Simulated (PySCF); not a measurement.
Job file and geometry (Å, from GFN2-xTB) of an NMR shielding run on SMILES Cl[C@@H]1C[C@@]2(Cl)CC[C@@H]12, C₆H₈Cl₂, GIAO PBE0/pcSseg-1 NMR shielding, non-relativistic, gas phase in PySCF; density fitting, a coarse starting grid and PySCF grid level 2 are the driver's defaults:

```
$ OMP_NUM_THREADS=1 python probes_run.py task.json out

{"job": {"kind": "nmr", "xc": "PBE0", "basis": "pcSseg-1"}, "charge": 0, "multiplicity": 1}
Cl    -2.521238     1.796837    -0.001817
C     -1.165151     0.766915    -0.502978
C     -1.323990    -0.713724    -0.122275
C     -0.039461    -0.623600     0.710466
Cl    -0.138314    -1.257816     2.352474
C      1.271498    -0.892637    -0.039879
C      1.397625     0.611886    -0.346790
C      0.077922     0.881460     0.391806
H     -0.991600     0.968536    -1.559789
H     -2.205754    -0.899390     0.486545
H     -1.302207    -1.420229    -0.949804
H      1.167660    -1.545344    -0.904237
H      2.060076    -1.275971     0.602460
H      2.255875     1.081274     0.126578
H      1.386745     0.872660    -1.402800
H      0.062717     1.658088     1.148631
```

**Question.** What does the program print?

**Answer.** 
```
coarse grid: 14728 points
cycle   1  E = -1153.0699954299  dE =  1.203e+00  |g| = 3.715e-01  |ddm| = 3.800e+00
cycle   2  E = -1153.0675518749  dE =  2.444e-03  |g| = 4.186e-01  |ddm| = 8.002e-01
cycle   3  E = -1153.1072856132  dE = -3.973e-02  |g| = 5.781e-02  |ddm| = 3.947e-01
cycle   4  E = -1153.1079114897  dE = -6.259e-04  |g| = 3.028e-02  |ddm| = 9.107e-02
cycle   5  E = -1153.1081211314  dE = -2.096e-04  |g| = 7.354e-03  |ddm| = 3.819e-02
cycle   6  E = -1153.1081339422  dE = -1.281e-05  |g| = 2.011e-03  |ddm| = 1.095e-02
cycle   7  E = -1153.1081347624  dE = -8.202e-07  |g| = 3.696e-04  |ddm| = 2.383e-03
final grid: 133720 points
cycle   8  E = -1153.1580598333  dE = -5.165e-05  |g| = 8.621e-03  |ddm| = 4.139e-02
cycle   9  E = -1153.1580458690  dE =  1.396e-05  |g| = 1.117e-02  |ddm| = 1.968e-02
cycle  10  E = -1153.1580765759  dE = -3.071e-05  |g| = 1.661e-03  |ddm| = 1.280e-02
cycle  11  E = -1153.1580771195  dE = -5.436e-07  |g| = 3.123e-04  |ddm| = 2.130e-03
cycle  12  E = -1153.1580771412  dE = -2.173e-08  |g| = 7.892e-05  |ddm| = 3.093e-04
cycle  13  E = -1153.1580771426  dE = -1.386e-09  |g| = 1.891e-05  |ddm| = 1.024e-04
cycle  14  E = -1153.1580771427  dE = -8.777e-11  |g| = 4.372e-06  |ddm| = 2.587e-05
converged SCF energy = -1153.1580771427

GIAO shielding tensors (ppm)
atom      isotropic    diamagn.    paramagn.     s11        s22        s33       span
  0 Cl     742.529    1145.749    -403.220    532.250    660.951   1034.385    502.135
  1 C      127.306     245.671    -118.366     99.018    121.915    160.984     61.966
  2 C      132.593     245.827    -113.234    109.985    129.745    158.048     48.062
  3 C      124.911     246.440    -121.529    105.243    112.990    156.498     51.255
  4 Cl     705.437    1146.718    -441.280    493.139    615.721   1007.453    514.314
  5 C      147.722     246.611     -98.889    122.497    141.474    179.194     56.697
  6 C      164.772     247.579     -82.807    148.111    168.936    177.268     29.157
  7 C      128.642     247.112    -118.470    111.109    123.213    151.604     40.495
  8 H       27.853      28.899      -1.046     21.649     29.365     32.545     10.896
  9 H       28.936      29.516      -0.580     25.632     29.193     31.982      6.349
 10 H       28.516      29.110      -0.594     26.014     27.125     32.410      6.396
 11 H       29.219      29.240      -0.021     26.350     27.051     34.257      7.907
 12 H       29.146      29.541      -0.394     25.690     27.882     33.867      8.177
 13 H       29.090      29.131      -0.041     25.691     26.427     35.153      9.461
 14 H       30.095      29.236       0.859     26.708     27.743     35.834      9.125
 15 H       28.803      31.078      -2.275     25.362     29.857     31.188      5.826
```

Size and cost of the density-fitted run: 190 basis functions, roughly 110 core-seconds.
